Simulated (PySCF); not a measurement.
A PySCF script (with the pyscf-properties extension) for the NMR shieldings of `C1[CH2][AlH][C](=C)[C@H]1N[SiH3]`, C5H12AlNSi, on a GFN2-xTB geometry:

```python
import basis_set_exchange as bse
import numpy as np
from pyscf import gto, dft
from pyscf.prop import nmr

atoms = """
C     0.039229    2.391783   -0.822953
C    -0.269356    1.274860   -0.178015
Al   -1.016219    0.196044    1.333034
C    -2.061477   -1.014662    0.108604
C    -1.119432   -0.861678   -1.116907
C     0.146741   -0.090990   -0.706584
N     0.694334   -0.756734    0.494656
Si    2.267613   -0.205990    1.063749
H     0.590074    2.395970   -1.758682
H    -0.251192    3.361543   -0.450603
H    -0.855581    0.357945    2.852703
H    -2.171042   -2.078326    0.355207
H    -3.069463   -0.687786   -0.170862
H    -1.605449   -0.308187   -1.920771
H    -0.826915   -1.837134   -1.521281
H     0.875387   -0.066838   -1.527814
H     0.665251   -1.765691    0.367416
H     3.168916   -0.119298   -0.088456
H     2.097989    1.089962    1.707586
H     2.695441   -1.264115    1.976939
"""
names = dict.fromkeys(["C", "Al", "N", "Si", "H"], "pcSseg-1")
basis = {el: gto.basis.parse(bse.get_basis(n, elements=[el], fmt="nwchem")) for el, n in names.items()}
mol = gto.M(atom=atoms, basis=basis, charge=0, verbose=0)
mf = dft.RKS(mol, xc="PBE0")
mf.grids.level = 2
mf.grids.alignment = dft.numint.BLKSIZE   # the property module wants whole blocks of grid points
mf.conv_tol = 1e-9
mf.kernel()

calc = nmr.RKS(mf)   # GIAO
C = mf.mo_coeff
Co = C[:, mf.mo_occ > 0]
resp = mf.gen_response(singlet=True, hermi=2)
def vind(x):   # induced exchange potential for any number of trial vectors
    d = np.einsum("pi,xij,qj->xpq", C, 2 * x.reshape(-1, C.shape[1], Co.shape[1]), Co, optimize=True)
    return np.einsum("xpq,pi,qj->xij", resp(d - d.transpose(0, 2, 1)), C, Co, optimize=True).ravel()
mo1, _ = nmr.rhf.solve_mo1(calc, with_cphf=vind)
sigma = calc.kernel(mo1)
for i, s in enumerate(sigma):   # ppm
    w = np.linalg.eigvalsh((s + s.T) / 2)
    print("%2d %-2s iso %8.1f  s11 %8.1f  s22 %8.1f  s33 %8.1f" % (i, mol.atom_pure_symbol(i), w.mean(), *w))
```

Q: What does it print?

A: 
```
 0 C  iso     59.1  s11    -51.2  s22     74.2  s33    154.4
 1 C  iso     11.2  s11   -101.8  s22    -25.3  s33    160.8
 2 Al iso    396.8  s11    351.0  s22    388.1  s33    451.3
 3 C  iso    187.7  s11    178.2  s22    184.9  s33    199.9
 4 C  iso    148.4  s11    135.3  s22    142.6  s33    167.4
 5 C  iso    113.7  s11     97.0  s22    115.2  s33    128.8
 6 N  iso    223.0  s11    184.3  s22    217.4  s33    267.4
 7 Si iso    396.3  s11    350.9  s22    388.3  s33    449.9
 8 H  iso     25.5  s11     21.4  s22     25.2  s33     30.0
 9 H  iso     26.0  s11     23.1  s22     24.8  s33     30.1
10 H  iso     27.0  s11     23.3  s22     24.7  s33     32.9
11 H  iso     31.2  s11     26.2  s22     28.8  s33     38.7
12 H  iso     31.0  s11     25.8  s22     28.5  s33     38.8
13 H  iso     29.6  s11     24.6  s22     28.4  s33     35.6
14 H  iso     29.6  s11     24.3  s22     28.5  s33     36.0
15 H  iso     28.5  s11     24.7  s22     28.1  s33     32.8
16 H  iso     31.0  s11     22.3  s22     29.6  s33     41.0
17 H  iso     27.3  s11     23.6  s22     25.3  s33     33.0
18 H  iso     26.9  s11     23.0  s22     26.5  s33     31.2
19 H  iso     27.2  s11     23.6  s22     25.2  s33     32.8
```

These numbers come from an equivalent density-fitted implementation of the same equations, which agrees with the script to about 0.01 ppm for H and up to a few tenths of a ppm for heavy atoms, so last digits may differ.

Size and cost of the density-fitted run: 210 basis functions, 96 s wall time on 1 thread of an Arm Neoverse N1, shared host; peak memory 1 GiB.
